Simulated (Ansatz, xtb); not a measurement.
## Two isomers of CH5BeFSi

Structure I is `C[SiH2][Be][F]`, a singlet and structure II is `[F][Be][CH2][SiH3]`, a singlet. Both are isolated molecules in the gas phase, relaxed with B3LYP-D3(BJ)/def2-SVP.

**Question.** Estimate which is lower in electronic energy at CCSD(T)/def2-TZVP, and by roughly how much.

**Answer.** The CCSD(T)/def2-TZVP calculation puts structure II lower, by 4.3 kcal/mol.

The same difference at several levels:

```
                level               geometry  E(II) − E(I) (kcal/mol)  departure from the last row (kcal/mol)  job, with rough time for the two
             GFN2-xTB               GFN2-xTB                      −1.3                                    +3.0              optimisation, 0.18 s
            HF/STO-3G               GFN2-xTB                      +8.0                                   +12.4              single point, 0.52 s
   r2SCAN-D4/def2-SVP               GFN2-xTB                      −6.3                                    −2.0               single point, 4.4 s
B3LYP-D3(BJ)/def2-SVP  B3LYP-D3(BJ)/def2-SVP                      −5.6                                    −1.2                optimisation, 38 s
         HF/def2-TZVP  B3LYP-D3(BJ)/def2-SVP                      −4.8                                    −0.4           part of the CCSD(T) run
        MP2/def2-TZVP  B3LYP-D3(BJ)/def2-SVP                      −6.2                                    −1.9           part of the CCSD(T) run
    CCSD(T)/def2-TZVP  B3LYP-D3(BJ)/def2-SVP                      −4.3                                                        single point, 88 s
```

As drawn, II has 1 C–Be, 1 Si–H in place of 1 Be–Si, 1 C–H.

HF/STO-3G puts the two in the other order. The largest departure from CCSD(T)/def2-TZVP is that of HF/STO-3G, 12.4 kcal/mol.

With harmonic frequencies from B3LYP-D3(BJ)/def2-SVP (ideal gas, rigid rotor, one conformer each, 400 K, 1 atm): the zero-point term adds −1.5 kcal/mol; ΔH is −6.0 and ΔG −5.6 kcal/mol.

The correlated steps freeze 7 core orbitals; the last core shell of Be is correlated, in a basis made for valence electrons. Programs: Ansatz 0.2.0, xtb 6.7.1; the last row on 1 thread of Arm Neoverse V1 on a shared host.
